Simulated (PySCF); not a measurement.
A GIAO shielding run with PySCF 2.14.0 with density-fitted response routines (density fitting, non-relativistic, gas phase) on `OCC[SiH2]O[SiH3]`, C2H10O2Si2:

```
$ OMP_NUM_THREADS=1 python probes_run.py task.json out

{"job": {"kind": "nmr", "xc": "PBE0", "basis": "pcSseg-1"}, "charge": 0, "multiplicity": 1}
O      2.514938    -1.041610     0.018704
C      2.316192     0.346849     0.195362
C      0.879775     0.637002    -0.200021
Si    -0.188787    -0.793801     0.459471
O     -1.744452    -0.323243     0.455415
Si    -3.217233     0.296506     0.233316
H      3.389032    -1.290575     0.336402
H      2.469702     0.614742     1.249893
H      3.035640     0.916476    -0.411350
H      0.577610     1.607024     0.192026
H      0.807366     0.689558    -1.285986
H     -0.121400    -1.976553    -0.390939
H      0.108462    -1.055744     1.869027
H     -3.896348     0.197729     1.523894
H     -3.068671     1.690383    -0.189077
H     -3.869425    -0.505800    -0.800064
```

Hardware: 1 thread of an Intel Xeon Platinum 8488C, shared host. The job also computes population analyses, field gradients.

(1) How large is the calculation?

(2) How long does it take, and how much memory does it need?

## Answers

(1) 66 electrons, 166 basis functions and 910 auxiliary functions.

(2) 23 s of wall time, with 13 SCF cycles and 4 response iterations; peak memory 0.74 GiB. Times on a shared host scatter by some tens of per cent.
